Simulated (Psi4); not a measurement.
Cl₆W, charge -1, sextet, geometry from GFN2-xTB of the parent state (such geometries of metal compounds can be far from the true shape) (the multiplicity is a formal guess) (core potentials on W) (a gas-phase anion, which may not be bound at this level); Psi4 1.11 with M06-2X/def2-SVP.

Psi4 was given this input:
```
memory 2 GB

molecule {
-1 6
  W     0.00000000    0.00000000   -0.00000000
  Cl    2.07455780    0.87757364   -0.67268302
  Cl    0.67918632    0.11721468    2.24753079
  Cl   -0.67918632   -0.11721468   -2.24753079
  Cl   -2.07455780   -0.87757364    0.67268302
  Cl   -0.87255021    2.17774040    0.15010296
  Cl    0.87255021   -2.17774040   -0.15010296
}

set basis def2-svp
set reference uks

energy('m06-2x')
print_variables()
```

Q: Write the output that Psi4 gives for this input, abridged.

A: 
```
   => Loading Basis Set <=

    Name: DEF2-SVP
    Role: ORBITAL
    Keyword: BASIS

    !!!  WARNING: ECP capability is in beta. Please check occupations closely.  !!!

         ---------------------------------------------------------
                                   SCF
               by Justin Turney, Rob Parrish, Andy Simmonett
                          and Daniel G. A. Smith
                              UKS Reference
         ---------------------------------------------------------

  ==> Geometry <==

    Molecular point group: ci
    Full point group: Ih

    Geometry (in Angstrom), charge = -1, multiplicity = 6:

       Center              X                  Y                   Z               Mass
    ------------   -----------------  -----------------  -----------------  -----------------
         W            0.000000000000     0.000000000000     0.000000000000   183.950930920000
         CL           2.074557800000     0.877573640000    -0.672683020000    34.968852682000
         CL           0.679186320000     0.117214680000     2.247530790000    34.968852682000
         CL          -0.679186320000    -0.117214680000    -2.247530790000    34.968852682000
         CL          -2.074557800000    -0.877573640000     0.672683020000    34.968852682000
         CL          -0.872550210000     2.177740400000     0.150102960000    34.968852682000
         CL           0.872550210000    -2.177740400000    -0.150102960000    34.968852682000

  Running in ci symmetry.

  Rotational constants: A =      0.02181  B =      0.02181  C =      0.02181 [cm^-1]
  Rotational constants: A =    653.77952  B =    653.77951  C =    653.77951 [MHz]
  Nuclear repulsion =  971.031852061686664

  Charge       = -1
  Multiplicity = 6
  Electrons    = 117
  Nalpha       = 61
  Nbeta        = 56

  ==> Algorithm <==

  SCF Algorithm Type is DF.
  DIIS enabled.
  MOM disabled.
  Fractional occupation disabled.
  Guess Type is SAD.
  Energy threshold   = 1.00e-06
  Density threshold  = 1.00e-06
  Integral threshold = 1.00e-12

  ==> Primary Basis <==

  Basis Set: DEF2-SVP
    Blend: DEF2-SVP
    Number of shells: 60
    Number of basis functions: 140
    Number of Cartesian functions: 151
    Spherical Harmonics?: true
    Max angular momentum: 3

  Core potential: DEF2-SVP
    Number of shells: 4
    Number of ECP primitives: 10
    Number of ECP core electrons: 60
    Max angular momentum: 3

  ==> DFT Potential <==

   => LibXC <=

    Version 7.1.2
    S. Lehtola, C. Steigemann, M. J. T. Oliveira, and M. A. L. Marques,  SoftwareX 7, 1–5 (2018) (10.1016/j.softx.2017.11.002)

   => Composite Functional: M06-2X <=

    Hybrid M06-2X Meta-GGA XC Functional  (10.1007/s00214-007-0310-x)
    Y. Zhao and D. G. Truhlar,  Theor. Chem. Acc., 120, 215, 2008

    Deriv               =              1
    GGA                 =           TRUE
    Meta                =           TRUE

    Exchange Hybrid     =           TRUE
    MP2 Hybrid          =          FALSE

   => Exchange Functionals <=

    1.0000   XC_HYB_MGGA_X_M06_2X

   => Exact (HF) Exchange <=

    0.5400               HF

   => Correlation Functionals <=

    1.0000   XC_MGGA_C_M06_2X

   => LibXC Density Thresholds  <==

    XC_MGGA_C_M06_2X:  1.00E-12
    XC_HYB_MGGA_X_M06_2X:  1.00E-15

   => Molecular Quadrature <=

    Radial Scheme          =       TREUTLER
    Pruning Scheme         =           NONE
    Nuclear Scheme         =       TREUTLER

    Blocking Scheme        =         OCTREE
    BS radius alpha        =              1
    Pruning alpha          =              1
    Radial Points          =             75
    Spherical Points       =            302
    Total Points           =         149434
    Total Blocks           =           1278
    Max Points             =            256
    Max Functions          =            121
    Weights Tolerance      =       1.00E-15

   => Loading Basis Set <=

    Name: (DEF2-SVP AUX)
    Role: JKFIT
    Keyword: DF_BASIS_SCF

  ==> Integral Setup <==

  SCF_SUBTYPE=INCORE selected. In-core MEM_DF algorithm will be used.
  Using in-core AOs.

  ==> MemDFJK: Density-Fitted J/K Matrices <==

    J tasked:                   Yes
    K tasked:                   Yes
    wK tasked:                   No
    Algorithm:                 Core
    Schwarz Cutoff:           1E-12
    Mask sparsity (%):       8.0510
    Fitting Condition:        1E-10

   => Auxiliary Basis Set <=

  Basis Set: (DEF2-SVP AUX)
    Blend: DEF2-UNIVERSAL-JKFIT
    Number of shells: 273
    Number of basis functions: 995
    Number of Cartesian functions: 1271
    Spherical Harmonics?: true
    Max angular momentum: 6

  Minimum eigenvalue in the overlap matrix is 6.5843041877E-03.
  Reciprocal condition number of the overlap matrix is 1.6141169254E-03.
    Using symmetric orthogonalization.

  ==> Pre-Iterations <==

  SCF Guess: Superposition of Atomic Densities via on-the-fly atomic UHF (no occupation information).

   -------------------------
    Irrep   Nso     Nmo
   -------------------------
     Ag        70      70
     Au        70      70
   -------------------------
    Total     140     140
   -------------------------

  ==> Iterations <==

                           Total Energy        Delta E     RMS |[F,P]|

   @DF-UKS iter SAD: -2826.82087591987829   -2.82682e+03   0.00000e+00
   @DF-UKS iter   1: -2827.26187466828333   -4.40999e-01   3.89352e-03 ADIIS/DIIS
   @DF-UKS iter   2: -2827.32085936128215   -5.89847e-02   3.12077e-03 ADIIS/DIIS
   @DF-UKS iter   3: -2827.36852594150605   -4.76666e-02   9.49270e-04 ADIIS/DIIS
   @DF-UKS iter   4: -2827.37534164724912   -6.81571e-03   3.16137e-04 ADIIS/DIIS
   @DF-UKS iter   5: -2827.37753480199899   -2.19315e-03   1.61522e-04 ADIIS/DIIS
   @DF-UKS iter   6: -2827.37808839578884   -5.53594e-04   7.51700e-05 DIIS
   @DF-UKS iter   7: -2827.37835019662589   -2.61801e-04   2.55884e-05 DIIS
   @DF-UKS iter   8: -2827.37838692837340   -3.67317e-05   1.07351e-05 DIIS
   @DF-UKS iter   9: -2827.37839739028186   -1.04619e-05   7.75689e-06 DIIS
   @DF-UKS iter  10: -2827.37840643383743   -9.04356e-06   6.73816e-06 DIIS
   @DF-UKS iter  11: -2827.37841656575483   -1.01319e-05   6.18860e-06 DIIS
   @DF-UKS iter  12: -2827.37843929967403   -2.27339e-05   5.32494e-06 DIIS
   @DF-UKS iter  13: -2827.37848152008974   -4.22204e-05   5.72221e-06 DIIS
   @DF-UKS iter  14: -2827.37848089056479    6.29525e-07   3.74308e-06 DIIS
   @DF-UKS iter  15: -2827.37849052416459   -9.63360e-06   5.19017e-06 DIIS
   @DF-UKS iter  16: -2827.37849452617093   -4.00201e-06   2.05679e-06 DIIS
   @DF-UKS iter  17: -2827.37849486531786   -3.39147e-07   7.33099e-07 DIIS
  Energy and wave function converged.

  ==> Post-Iterations <==

   Electrons on quadrature grid:
      Nalpha   =   61.0000081517 ; deviation = 8.152e-06
      Nbeta    =   56.0000072057 ; deviation = 7.206e-06
      Ntotal   =  117.0000153574 ; deviation = 1.536e-05

   @Spin Contamination Metric:   2.073957858E-02
   @S^2 Expected:                8.750000000E+00
   @S^2 Observed:                8.770739579E+00
   @S   Expected:                2.500000000E+00
   @S   Observed:                2.500000000E+00

    Orbital Energies [Eh]
    ---------------------

    Alpha Occupied:

[...]
      31Ag    -0.090211

    Alpha Virtual:

[...]
      70Ag   576.313490

    Beta Occupied:

[...]
    Beta Virtual:

[...]
    Final Occupation by Irrep:
             Ag    Au
    DOCC [    26,   30 ]
    SOCC [     5,    0 ]
    NA   [    31,   30 ]
    NB   [    26,   30 ]

  @DF-UKS Final Energy: -2827.37849486531786

   => Energetics <=

    Nuclear Repulsion Energy =            971.0318520616866635
    One-Electron Energy =               -5883.9241440380947097
    Two-Electron Energy =                2169.6885226788403997
    DFT Exchange-Correlation Energy =     -84.1747255677502864
    Empirical Dispersion Energy =           0.0000000000000000
    VV10 Nonlocal Energy =                  0.0000000000000000
    Total Energy =                      -2827.3784948653178617

  UHF NO Occupations:
  HONO-2 :   29 Ag 1.0000000
  HONO-1 :   30 Ag 1.0000000
  HONO-0 :   31 Ag 1.0000000
  LUNO+0 :   31 Au 0.0018588
  LUNO+1 :   32 Ag 0.0011271
  LUNO+2 :   33 Ag 0.0010978
  LUNO+3 :   34 Ag 0.0010951

Computation Completed

Properties will be evaluated at   0.000000,   0.000000,   0.000000 [a0]

Properties computed using the SCF density matrix

 Multipole Moments:

 ------------------------------------------------------------------------------------
     Multipole            Electronic (a.u.)      Nuclear  (a.u.)        Total (a.u.)
 ------------------------------------------------------------------------------------

 L = 1.  Multiply by 2.5417464519 to convert [e a0] to [Debye]
 Dipole X            :          0.0000000            0.0000000            0.0000000
 Dipole Y            :          0.0000000            0.0000000            0.0000000
 Dipole Z            :          0.0000000            0.0000000            0.0000000
 Magnitude           :                                                    0.0000000

 ------------------------------------------------------------------------------------

  Variable Map:
  ----------------------------------------------------------------------------
[...]
  Array Variable Map:
  ----------------------------------------------------------------------------
[...]
[...]
```
